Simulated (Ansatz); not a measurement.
`OC(F)[TeH]` + H₂S → `FC(S)[TeH]` + H₂O at 400 K and 1 bar (substitution at a C–O bond).

Gas-phase electronic energies from Ansatz, PBE0-D4/def2-TZVP geometries. CBS: MP2 limit from def2 TZ/QZ plus the TZ coupled-cluster correction, frozen cores. This one scheme is used for every species. Elements past krypton have def2 core potentials. For Te outer-core shells are correlated without core-valence functions, which leaves a few kJ/mol of doubt a bond. Each species was taken in one conformer, which may not be the lowest.

```
     species  CCSD(T)/CBS energy (Eh)  H − E (kJ/mol)  S (J/(mol·K))
`OC(F)[TeH]`               -482.52376           133.6          346.8
         H₂S               -398.97279            53.4          215.9
`FC(S)[TeH]`               -805.11844           120.6          366.0
         H₂O                -76.37941            69.8          198.6
```

H − E and S are ideal-gas, rigid-rotor, harmonic terms from PBE0-D4/def2-TZVP, for one conformer and one mirror image of each species. 1 Eh = 2625.50 kJ/mol, R = 8.31446 J/(mol·K).

Question: By hand: ΔE, ΔH, ΔS and ΔG.

Answer: ΔE = (-805.11844) + (-76.37941) − (-482.52376) − (-398.97279) = -0.00130 Eh = -3.4 kJ/mol. Δ(H − E) = 120.6 + 69.8 − 133.6 − 53.4 = 3.4, so ΔH = 0.0 kJ/mol. ΔS = 366.0 + 198.6 − 346.8 − 215.9 = 1.9 J/(mol·K). ΔG = 0.0 − 400 × (1.9)/1000 = -0.8 kJ/mol.

Question: By hand: the equilibrium constant, and the temperature at which ΔG would vanish if ΔH and ΔS stayed fixed.

Answer: log₁₀ K = −ΔG/(RT ln 10) = 0.1. With ΔH or ΔS at zero there is no such temperature.

TΔS isn't small against ΔH here. The sign of ΔG lies within the doubt. A doubt of 5 kJ/mol in ΔE shifts log₁₀ K by 0.7 here. Other conformers and mirror images would add mixing entropy, several J/(mol·K) or more a flexible species. These are equilibria of isolated gas molecules and say nothing of rates. Largest T1 diagnostic: 0.012 (customary marks: 0.02 for closed shells, 0.045 for open ones).

ΔS is within the doubt of such terms, so its sign, and with it that verdict, could turn.
